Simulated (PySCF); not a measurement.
C2Cl3, SMILES Cl[C]=C(Cl)Cl (connectivity only; charge and spin as stated), charge +1, multiplicity 1. Atoms are numbered in the order given.

```xyz
5

Cl     0.0000     0.0000    -2.4175
C      0.0000     0.0000    -0.8461
C      0.0000     0.0000     0.4661
Cl     0.0000    -1.4994     1.2758
Cl     0.0000     1.4994     1.2758
```
Charge +1, spin multiplicity 1.

Geometry optimised at B3LYP-D3(BJ)/def2-SVP. The multiplicity is an assumed one; other spin states were not compared. The isomer is the one that the SMILES or the coordinates give; other isomers of the formula were not compared.

Two levels are set side by side: PBE/pcSseg-1 (PySCF) and PBE0/pcSseg-1 (PySCF). GIAO shifts against HCl (³⁵Cl), TMS (¹³C) at the same level; non-relativistic, no solvent, atoms listed together averaged. Without spin–orbit terms, shifts of atoms bonded to Cl or Br come out too high at both levels. Differences are taken from unrounded values.

```json
[
 {"quantity": "δ(³⁵Cl) of Cl1 (ppm)", "PBE0": "1157.5"},
 {"quantity": "δ(¹³C) of C2 (ppm)", "PBE0": "599.4"},
 {"quantity": "δ(¹³C) of C3 (ppm)", "PBE0": "155.4"},
 {"quantity": "δ(³⁵Cl) of Cl4, Cl5 (ppm)", "PBE0": "296.6"}
]
```

What does PBE give, and how far is it from PBE0? (Estimate from the structure and the level; the computed values follow.)


| quantity | PBE | PBE minus PBE0 |
|---|---|---|
| δ(³⁵Cl) of Cl1 (ppm) | 1163.1 | 5.6 |
| δ(¹³C) of C2 (ppm) | 562.2 | -37.2 |
| δ(¹³C) of C3 (ppm) | 158.6 | 3.2 |
| δ(³⁵Cl) of Cl4, Cl5 (ppm) | 437.4 | 140.9 |

Rough cost on one machine, each run with all the roots and properties that it gave: PBE0 against PBE within a factor of 2.
